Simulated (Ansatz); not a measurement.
This geometry of ClHOZn + H2 (6 atoms, charge 0, multiplicity 1) is a first-order saddle point.

The calculation used RKS LDA/def2-mTZVP in Ansatz 0.2.0.

```xyz
6
Properties=species:S:1:pos:R:3
Zn -0.143 0.087 0.128
Cl 1.500 -0.922 -1.346
O -1.566 -0.766 0.706
H 1.406 0.500 -0.709
H 0.928 1.319 -0.068
H -2.124 -0.218 1.290
```

**Question.** Which two structures does it join? (They come from a converged band through this point; their orientation in space is the band's.)

**Answer.** Bonds broken: H4–H5. Bonds formed: Zn1–H5, Cl2–H4. ClHOZn + H2 becomes ClH3OZn.

Initial state:

```xyz
6
Properties=species:S:1:pos:R:3
Zn -0.013 -0.717 -0.163
Cl 1.378 -1.784 -1.267
O -1.214 0.157 0.776
H 1.184 1.241 -0.453
H 0.602 1.504 -0.013
H -1.937 -0.401 1.120
```

Final state:

```xyz
6
Properties=species:S:1:pos:R:3
Zn -0.352 0.658 0.376
Cl 1.233 -0.989 -1.004
O -1.312 -0.809 0.624
H 2.162 -0.146 -1.381
H 0.388 1.978 0.229
H -2.119 -0.691 1.156
```

**Question.** How far does it lie above each of them?

**Answer.** 1.19 eV above the first and 0.24 eV above the second. This is the barrier of this one path; another mechanism may lie lower. The orbitals stay closed-shell, which can raise the energy where a bond breaks towards radicals; this wasn't checked here.

Time of the run: 60 s on 2 threads of Arm Neoverse V1, on a shared host, peak memory 0.12 GiB.
